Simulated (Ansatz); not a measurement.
`C=CCN([SiH3])C=C`, relaxed with RKS PBE-D4/def2-SVP in the Gaussian-basis code of Ansatz from a rough embedded geometry. The force threshold is 0.03 eV/Å; the program also tests the step.

The species carries charge 0 and has multiplicity 1.

Start:

```xyz
18

C    -0.459   -2.354    1.357
C    -0.857   -1.346    0.496
C    -0.631    0.121    0.719
N    -0.001    0.770   -0.353
Si   -1.074    1.667   -1.380
C     1.378    0.669   -0.645
C     2.307    0.030    0.092
H     0.126   -2.096    2.254
H    -0.651   -3.336    1.049
H    -1.420   -1.598   -0.407
H    -1.642    0.580    0.981
H    -0.047    0.308    1.660
H    -0.380    2.084   -2.692
H    -2.292    0.857   -1.699
H    -1.485    2.858   -0.597
H     1.693    1.228   -1.538
H     3.357    0.079   -0.245
H     2.078   -0.521    0.948
```

Problem. How much energy does the relaxation release, and in how many steps? (Estimate.)

Solution. Computed: 38.65 kJ/mol, in 7 steps, 1 of them rejected.

Problem. Which bonds change most? (Estimate.)

Solution. Ansatz gave: C3–N4 from 1.403 to 1.464 Å; C7–H18 from 1.044 to 1.098 Å; C1–H9 from 1.046 to 1.101 Å; C1–C2 from 1.385 to 1.342 Å.

Problem. Give the relaxed structure. (Estimate.)

Solution. The calculation gave: 
```xyz
18

C    -0.407   -2.343    1.402
C    -0.788   -1.397    0.529
C    -0.611    0.088    0.734
N    -0.037    0.779   -0.421
Si   -1.103    1.779   -1.410
C     1.335    0.670   -0.659
C     2.249   -0.022    0.059
H     0.101   -2.081    2.346
H    -0.585   -3.413    1.211
H    -1.283   -1.686   -0.416
H    -1.609    0.541    0.942
H     0.008    0.282    1.640
H    -0.315    2.233   -2.603
H    -2.305    0.982   -1.846
H    -1.613    2.976   -0.646
H     1.667    1.242   -1.544
H     3.303    0.008   -0.250
H     1.993   -0.638    0.931
```
